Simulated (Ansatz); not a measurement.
Consider the ligand exchange at a Ga–N bond: `O/C=[N]/[GaH2]` + `NB1CS1` → `[GaH2][NH]B1CS1` + `N=CO`.

Isolated molecules relaxed with PBE0-D4/def2-TZVP in Ansatz; ΔE leaves out vibrations. CCSD(T)/CBS is the MP2 limit (def2-TZVPP, def2-QZVPP) plus CCSD(T) − MP2 in def2-TZVPP, frozen cores. This one scheme is used for every species. DFT in def2-TZVPP. For Ga outer-core shells are correlated without core-valence functions, which leaves a few kJ/mol of doubt a bond. Scalar relativity is left out up to krypton. One conformer a species, not always the lowest.

Is it downhill or uphill in electronic energy at CCSD(T)/CBS, and by how much? (Estimate.)

The calculation gave: Downhill: ΔE = -20.3 kJ/mol.

What do these levels give: r2SCAN0-D4, ωB97M-V, B2PLYP, PBE, BLYP, CCSD/CBS(def2)? (Estimate.)

Ansatz gave: r2SCAN0-D4 -14.8, ωB97M-V -15.9, B2PLYP -13.3, PBE -9.0, BLYP -7.2, CCSD/CBS(def2) -20.2 kJ/mol.

What do rigid-rotor, harmonic-oscillator terms from PBE0-D4/def2-TZVP frequencies (298.15 K, 1 bar) make of the CCSD(T)/CBS value? (Best estimate.)

Ansatz gave: ΔZPE = +1.4 kJ/mol, ΔH = -19.5 kJ/mol, ΔS = -9 J/(mol·K), ΔG = -17.0 kJ/mol.

Largest T1 diagnostic among the species: 0.016.

Leaving LDA and LC-ωPBE aside and taking each functional with its dispersion term where it has one, the values, not all of them listed here, spread over 5.1 kJ/mol, from BHLYP-D4 to PBE-D4. From PBE to PBE0 (25 % exact exchange), in def2-TZVPP and without D4, ΔE moves by −3.2 kJ/mol. The D4 term adds −3.8 kJ/mol with B3LYP and −2.2 kJ/mol with PBE0; it sums over pairs of atoms, weighted by their polarisabilities, and B3LYP, whose exchange is more repulsive, gets the larger term.

B3LYP here is the variant with VWN-RPA as its local correlation; programs differ in this.
